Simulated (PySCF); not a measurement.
Si(F)(NHMe)(OH)2 (CH₆FNO₂Si), SMILES O[Si](O)(F)NC.

The structure is a stationary point at PBE0-D3(BJ)/def2-SVP. This is a generated structure with no PubChem entry under its InChIKey; it may be hypothetical. Other conformers were not sampled.

The numbers are results of PySCF 2.14.0 with TDA-CAM-B3LYP/def2-SVPD, not measurements.

Vertical excitations. Isolated molecule, no solvent.

Computed excitation energies, oscillator strengths and character:
```tsv
state	energy (eV)	λ (nm)	f	main pairs
S1	6.37	195	0.006	HOMO→LUMO 81 %
S2	7.41	167	0.010	HOMO→LUMO+1 52 %, HOMO→LUMO+2 27 %, HOMO→LUMO 13 %
S3	7.55	164	0.008	HOMO→LUMO+2 40 %, HOMO→LUMO+1 30 %, HOMO→LUMO+3 24 %
S4	8.16	152	0.033	HOMO−1→LUMO 82 %
S5	8.29	150	0.039	HOMO→LUMO+3 61 %, HOMO→LUMO+2 21 %
S6	8.59	144	0.041	HOMO−2→LUMO 47 %, HOMO−1→LUMO+1 17 %, HOMO→LUMO+4 13 %
S7	8.77	141	0.089	HOMO→LUMO+4 67 %
S8	8.89	139	0.036	HOMO→LUMO+5 47 %, HOMO→LUMO+7 19 %, HOMO→LUMO+6 8 %
S9	9.11	136	0.017	HOMO→LUMO+6 36 %, HOMO−1→LUMO+1 12 %, HOMO−2→LUMO 11 %, HOMO→LUMO+5 7 %
S10	9.17	135	0.002	HOMO→LUMO+6 24 %, HOMO−1→LUMO+1 16 %, HOMO−2→LUMO 15 %, HOMO−3→LUMO 8 %
T1	6.13	202	0	HOMO→LUMO 75 %
T2	7.26	171	0	HOMO→LUMO+1 50 %, HOMO→LUMO+2 28 %, HOMO→LUMO 11 %
T3	7.31	170	0	HOMO→LUMO+2 33 %, HOMO→LUMO+1 27 %, HOMO→LUMO+3 24 %
T4	7.77	159	0	HOMO−1→LUMO 76 %
```
Triplets are in the Tamm–Dancoff approximation.
